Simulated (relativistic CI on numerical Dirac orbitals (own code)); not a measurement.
# Zr: what numerical and physical settings do to a radial Dirac CI calculation

Reference input:

```
atom Zr  Z=40  charge=0  electrons=40
nucleus A=90  rms_radius_fm=4.2694
hamiltonian dirac-coulomb  breit=on  qed=on  c_scale=1
orbitals kli  potential=per-configuration
slater_scale 1
correlation none
mixing on
grid step=0.0125 r_max=201.2
scf mixing=0.4 start=green max_iterations=150 tolerance=2e-08 node_fill=0.05
configurations
  [Kr] 4d2 5s2
  [Kr] 4d3 5s
  [Kr] 4d2 5s 5p
  [Kr] 4d4
  [Kr] 4d3 5p
end
```

Computed lowest total energy -3593.67705 Ha, first excitation 484.4 cm⁻¹, 60 SCF steps. Runs with settings changed; * marks those that are bad on purpose:

| Changed | Outcome | Lowest level | ΔE (Ha) | First excitation (cm⁻¹) | SCF steps | Message |
| --- | --- | --- | --- | --- | --- | --- |
| iteration limit 30, SCF mixing 0.1 | converged | 4d2.5s2 3F_2 | 2.86e-11 | 484.4 | 88 |  |
| start potential bare, grid step 0.02 | converged | 4d2.5s2 3F_2 | 0.000109 | 484.4 | 149 |  |
| grid step 0.006 | converged | 4d2.5s2 3F_2 | -9.49e-05 | 484.4 | 61 |  |
| SCF mixing 2.5 * | converged | 4d2.5s2 3F_2 | 1.17e-09 | 484.4 | 87 |  |
| charge 2 * | refused |  |  |  | 0 | configuration [Kr] 4d2 5s2 has 40 electrons, the ion has 38 |

With so few configurations and no correlation, terms lie too far apart (by 10 to 50 % near neutrality), their order can be wrong, and levels of other configurations are missing.
